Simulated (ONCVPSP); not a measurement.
## What one change does to a pseudopotential (Cr (Z = 24), ONCV)

ONCVPSP 4.0.1 input, shortened (lines: element, Z, core and valence counts, functional; n l f; lmax; l rc ep ncon nbas qcut; lloc lpopt rc5 dvloc0; l nproj debl; icmod fcfact rcfact), LDA (Perdew-Wang 92), scalar-relativistic:

```
  Cr 24.00    3    4  -001012      upf
    1    0    2.00
    2    0    2.00
    2    1    6.00
    3    0    2.00
    3    1    6.00
    3    2    5.00
    4    0    1.00
    2
    0    1.55    0.00    4    7   10.30
    1    1.00    0.00    3    8    8.70
    2    1.55    0.00    4    9    8.40
    4    3    1.00    0.00
    0    2    0.60
    1    1    1.90
    2    1    0.70
    0    0.00    0.00
```

All-electron outer shells of the reference configuration (LDA (PZ), scalar-relativistic, ld1.x):

| shell | level (eV) | outermost node (bohr) | outermost maximum (bohr) |
| --- | --- | --- | --- |
| 2p | -560.31 | – | 0.20 |
| 3s | -73.56 | 0.36 | 0.78 |
| 3p | -45.35 | 0.33 | 0.80 |
| 4s | -4.20 | 1.12 | 2.74 |
| 3d | -3.13 | – | 0.84 |

Change: d: nbas 7.

Cutoffs: the cutoffs (Ha) at which the residual kinetic energy of the hardest occupied pseudo-wave falls to 1 and 0.1 mHa per electron; they do not see the model core or the augmentation charge, which bear on the density cutoff. Errors are all-electron minus pseudo energies relative to the spin-unpolarised reference configuration.

**Question.** Predict the effect on cutoff, ghosts and configuration errors.

**Answer.** The potential gets harder (32 Ha and 48 Ha → 32 Ha and 61 Ha); the errors of the 3 common tests hardly move; neither file shows a bound ghost.

| quantity | base | changed |
| --- | --- | --- |
| cutoff, loose | 32 Ha | 32 Ha |
| cutoff, tight | 48 Ha | 61 Ha |
| loose cutoff by channel | s 29 Ha, p 25 Ha, d 32 Ha | s 29 Ha, p 25 Ha, d 32 Ha |
| bound ghosts | none | none |
| GHOST(+) flags under 300 eV | none | none |
| tests with a reliable result | 3 of 4 | 3 of 4 |
| error for 3s2 3p6 3d5 4s0, meV [ΔE 7.13 eV] | +3.0 | +2.8 |
| error for 3s2 3p6 3d4 4s0, meV [ΔE 23.48 eV] | -6.3 | -5.9 |
| error for 3s2 3p6 3d4 4s1, meV [ΔE 8.25 eV] | +4.0 | +3.6 |
| s: phases at 1.58 bohr within 0.05 rad from the reference energy up to (Ha; the scan ends near 5) | to the end of the scan | to the end of the scan |
| p: phases at 1.01 bohr within 0.05 rad from the reference energy up to (Ha; the scan ends near 5) | to the end of the scan | to the end of the scan |
| d: phases at 1.58 bohr within 0.05 rad from the reference energy up to (Ha; the scan ends near 5) | 1.4 | 1.5 |
